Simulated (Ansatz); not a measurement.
**Worked example: BH3 + CHI3 → BH2I + CH2I2**

Gas-phase species: BH3 (borane) `B`, singlet; CHI3 `IC(I)I`, singlet; BH2I `BI`, singlet; CH2I2 (diiodomethane) `ICI`, singlet. The partners trade H for I: B–H and C–I bonds give way to B–I and C–H.

Shapes, held fixed at every level: PBE0-D4/def2-TZVP. Programs: Ansatz 0.2.0. The zero-point and thermal change to 298 K, harmonic and unscaled (PBE0-D4/def2-TZVP), is +8.1 kJ/mol.

At CCSD(T)/def2-TZVPP; 1 Eh = 2625.50 kJ/mol:

| species | energy (Eh) |
| --- | --- |
| BH3 | -26.538313 |
| CHI3 | -930.038845 |
| BH2I | -323.125743 |
| CH2I2 | -633.508921 |

Task: Work out ΔH(298 K) of the reaction at this level.

Result: 
1. Products less reactants: (-323.125743) + (-633.508921) − [(-26.538313) + (-930.038845)] = -0.057506 Eh = -151.0 kJ/mol.
2. With the thermal change: -151.0 + (+8.1) = -142.9 kJ/mol.

Other levels give -167.0 (HF/def2-SVP) to -137.3 kJ/mol (B3LYP-D4/def2-TZVPP). No measured value is set beside it here. For atoms past krypton def2 sets carry core potentials with scalar relativity. Outer-core shells of I are correlated, in sets that cover them unevenly.
